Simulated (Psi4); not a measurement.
Computed with Psi4 with SAPT0/jun-cc-pVDZ, frozen core.

Psi4 input:

```
molecule {
0 1
O -1.24095362 0.23203836 -0.00000000
S 0.00464323 -0.48770186 -0.00000000
O 1.23631038 0.25566350 0.00000000
--
0 1
Si -0.97545508 -0.31930352 -3.31563757
Si -1.46362644 1.94707696 -2.96753652
H -2.22003917 -1.12530744 -3.27839234
H -0.05763754 -0.81569290 -2.26148803
H -0.32727937 -0.50912774 -4.63618795
H -0.21904206 2.75308521 -3.00467234
H -2.38140435 2.44354110 -4.02168419
H -2.11185415 2.13680284 -1.64699578
units angstrom
symmetry c1
no_reorient
no_com
}
set basis jun-cc-pvdz
set scf_type df
set freeze_core true
energy('sapt0')
```

Part of the output:

```
    SAPT Results
  --------------------------------------------------------------------------------------------------------
    Electrostatics                -11.31131855 [mEh]      -7.09795955 [kcal/mol]     -29.69786276 [kJ/mol]
      Elst10,r                    -11.31131855 [mEh]      -7.09795955 [kcal/mol]     -29.69786276 [kJ/mol]

    Exchange                       30.38242094 [mEh]      19.06525698 [kcal/mol]      79.76903519 [kJ/mol]
      Exch10                       30.38242094 [mEh]      19.06525698 [kcal/mol]      79.76903519 [kJ/mol]
      Exch10(S^2)                  29.78518018 [mEh]      18.69048274 [kcal/mol]      78.20097979 [kJ/mol]

    Induction                      -7.91656312 [mEh]      -4.96771836 [kcal/mol]     -20.78493361 [kJ/mol]
      Ind20,r                     -23.68666483 [mEh]     -14.86360658 [kcal/mol]     -62.18932994 [kJ/mol]
      Exch-Ind20,r                 19.41532106 [mEh]      12.18329790 [kcal/mol]      50.97491843 [kJ/mol]
      delta HF,r (2)               -3.64521935 [mEh]      -2.28740968 [kcal/mol]      -9.57052209 [kJ/mol]

    Dispersion                     -7.76893322 [mEh]      -4.87507920 [kcal/mol]     -20.39733136 [kJ/mol]
      Disp20                       -9.23064561 [mEh]      -5.79231757 [kcal/mol]     -24.23505672 [kJ/mol]
      Exch-Disp20                   1.46171239 [mEh]       0.91723837 [kcal/mol]       3.83772536 [kJ/mol]
      Disp20 (SS)                  -4.61532281 [mEh]      -2.89615879 [kcal/mol]     -12.11752836 [kJ/mol]
      Disp20 (OS)                  -4.61532281 [mEh]      -2.89615879 [kcal/mol]     -12.11752836 [kJ/mol]
      Exch-Disp20 (SS)              0.76601102 [mEh]       0.48067917 [kcal/mol]       2.01116165 [kJ/mol]
      Exch-Disp20 (OS)              0.69570137 [mEh]       0.43655920 [kcal/mol]       1.82656370 [kJ/mol]

  Total HF                         11.15453927 [mEh]       6.99957907 [kcal/mol]      29.28623882 [kJ/mol]
  Total SAPT0                       3.38560605 [mEh]       2.12449987 [kcal/mol]       8.88890746 [kJ/mol]
```
